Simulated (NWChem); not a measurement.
System: CH$_{4}$S$_{2}$Te; SMILES CS[Te]S

```xyz
8

Te     0.6567    -0.3777    -0.0719
S     -1.3060    -1.7879     0.0517
H     -1.2093    -2.0915     1.3664
S     -0.1705     1.7575     0.6312
C     -0.9780     2.4168    -0.8559
H     -0.2758     2.4970    -1.6966
H     -1.3342     3.4223    -0.5847
H     -1.8401     1.7972    -1.1379
```
Atoms are numbered in this order, from 1.

Computed with NWChem. All runs use the structure optimised with PBE0/def2-SVP. def2 effective core potentials on Te; no spin-orbit coupling.

For level PBE0/def2-SVP (core potentials):

```
Item                         Result
---------------------------  ------
highest occupied level (eV)   -6.53
orbital gap (eV)               4.91
dipole (D)                     0.70
```

Question: How do the values read with level PBE0/STO-3G (all-electron, non-relativistic) instead?

Answer: 
| Quantity | Value |
|---|---|
| highest occupied level (eV) | -3.88 |
| orbital gap (eV) | 6.31 |
| dipole (D) | 1.59 |
